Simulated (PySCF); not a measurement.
Screening by computed properties: pick the candidate that meets the target.

Species are written as SMILES; each is one conformer at its optimised geometry, gas phase, non-relativistic unless stated; the electronic structure was computed with PySCF and density fitting.

The conformers computed, where there is a choice (atom-mapped SMILES and torsion angles):
- `[CH3:1][CH2:2][CH2:3][SiH2:4][CH2:5][SiH3:6]`: C1–C2–C3–Si4 63°, C2–C3–Si4–C5 163°, C3–Si4–C5–Si6 56°
- `[CH2:1]=[CH:2][c:3]1[n:4][n:5][s:6][c:7]1[SiH3:8]`: C1–C2–C3–N4 1°
- `[N:1]#[C:2][CH2:3][C@@H:4]([CH:5]=[O:6])[CH2:7][F:8]`: C2–C3–C4–C5 173°, C3–C4–C5–O6 -8°, C3–C4–C7–F8 174°
- `[CH2:1]=[CH:2][C:3](=[O:4])[NH:5]/[CH:6]=[CH:7]\[F:8]`: C1–C2–C3–O4 0°, C2–C3–N5–C6 180°, C3–N5–C6–C7 180°
- `[CH2:1]=[CH:2][N:3]([CH3:4])[SiH:5]([PH2:6])[PH2:7]`: C1–C2–N3–C4 -2°, C2–N3–Si5–P6 155°, H–P6–Si5–N3 -64°, H–P6–Si5–N3 -157°, H–P7–Si5–N3 172°, H–P7–Si5–N3 -96°
- `[CH3:1][O:2][C:3]1=[C:4]([NH:5][CH:6]=[O:7])[CH2:8]1`: C1–O2–C3–C4 174°, C3–C4–N5–C6 -5°, C4–N5–C6–O7 0°
- `[CH3:1][C:2]([CH3:3])([CH3:4])[SiH2:5][SiH3:6]`: C1–C2–Si5–Si6 -57°
- `[OH:1][SiH2:2][C@@H:3]1[CH2:4][O:5][C:6]1=[S:7]`: O1–Si2–C3–C4 -75°, H–O1–Si2–C3 -179°

Question: Wanted: lowest triplet excitation (Tamm–Dancoff) between 3.3 eV and 4 eV (TDA B3LYP/def2-SVPD) and dipole moment below 1.9 D (B3LYP/def2-SVPD), at GFN2-xTB geometries. Which candidate meets both?
A. `N#CC[C@@H](C=O)CF`
B. `C=CC(=O)N/C=C\F`
C. `C=CC1=C([SiH3])SN=N1`
D. `C=CN(C)[SiH](P)P`
E. `CCC[SiH2]C[SiH3]`

Answer: A. Computed values:
| species | lowest triplet excitation (Tamm–Dancoff) | dipole moment |
| --- | --- | --- |
| C=CC1=C([SiH3])SN=N1 | 3.15 eV | 3.24 D |
| C=CC(=O)N/C=C\F | 3.36 eV | 2.03 D |
| N#CC[C@@H](C=O)CF | 3.65 eV | 1.82 D |
| C=CN(C)[SiH](P)P | 4.19 eV | 0.89 D |
| CCC[SiH2]C[SiH3] | 7.14 eV | 0.61 D |

Question: Wanted: lowest singlet excitation above 7 eV (TDDFT B3LYP/def2-SVPD) and HOMO–LUMO gap above 5.8 eV (B3LYP/def2-SVPD), at GFN2-xTB geometries. Which candidate meets both?
A. `COC1=C(NC=O)C1`
B. `N#CC[C@@H](C=O)CF`
C. `C=CN(C)[SiH](P)P`
D. `CCC[SiH2]C[SiH3]`
E. `C=CC1=C([SiH3])SN=N1`
F. `CC([SiH2][SiH3])(C)C`

Answer: D. Computed values:
| species | lowest singlet excitation | HOMO–LUMO gap |
| --- | --- | --- |
| C=CC1=C([SiH3])SN=N1 | 3.88 eV | 4.89 eV |
| N#CC[C@@H](C=O)CF | 4.25 eV | 6.11 eV |
| C=CN(C)[SiH](P)P | 4.72 eV | 5.52 eV |
| COC1=C(NC=O)C1 | 4.87 eV | 5.29 eV |
| CC([SiH2][SiH3])(C)C | 6.69 eV | 7.48 eV |
| CCC[SiH2]C[SiH3] | 7.32 eV | 8.17 eV |

Question: Wanted: electronic spatial extent ⟨r²⟩ about the centre of nuclear charge between 1140 bohr² and 1400 bohr² (B3LYP/def2-SVPD) and smallest rotational constant below 0.95 GHz (GFN2-xTB), at GFN2-xTB geometries. Which candidate meets both?
A. `N#CC[C@@H](C=O)CF`
B. `O[SiH2][C@@H]1COC1=S`
C. `CC(C)(C)[SiH2][SiH3]`
D. `C(C)C[SiH2]C[SiH3]`
E. `C=CN(C)[SiH](P)P`

Answer: B. Computed values:
```csv
species,electronic spatial extent ⟨r²⟩ about the centre of nuclear charge,smallest rotational constant
N#CC[C@@H](C=O)CF,1094 bohr²,0.979 GHz
CC(C)(C)[SiH2][SiH3],1188 bohr²,1.188 GHz
O[SiH2][C@@H]1COC1=S,1222 bohr²,0.912 GHz
C(C)C[SiH2]C[SiH3],1498 bohr²,0.835 GHz
C=CN(C)[SiH](P)P,1652 bohr²,0.695 GHz
```

Question: Wanted: HOMO energy between -6.5 eV and -5.8 eV (B3LYP/def2-SVPD) and static isotropic polarisability below 107 au (B3LYP/def2-SVPD), at GFN2-xTB geometries. Which candidate meets both?
A. `CCC[SiH2]C[SiH3]`
B. `C=CN(C)[SiH](P)P`
C. `COC1=C(NC=O)C1`
D. `C=CC(=O)N/C=C\F`
E. `O[SiH2][C@@H]1COC1=S`
F. `C=CC1=C([SiH3])SN=N1`

Answer: E. Computed values:
```csv
species,HOMO energy,static isotropic polarisability
CCC[SiH2]C[SiH3],-8.01 eV,104.1 au
C=CC1=C([SiH3])SN=N1,-6.95 eV,109.4 au
C=CC(=O)N/C=C\F,-6.62 eV,82.0 au
O[SiH2][C@@H]1COC1=S,-6.43 eV,89.0 au
C=CN(C)[SiH](P)P,-5.88 eV,130.2 au
COC1=C(NC=O)C1,-5.71 eV,80.4 au
```
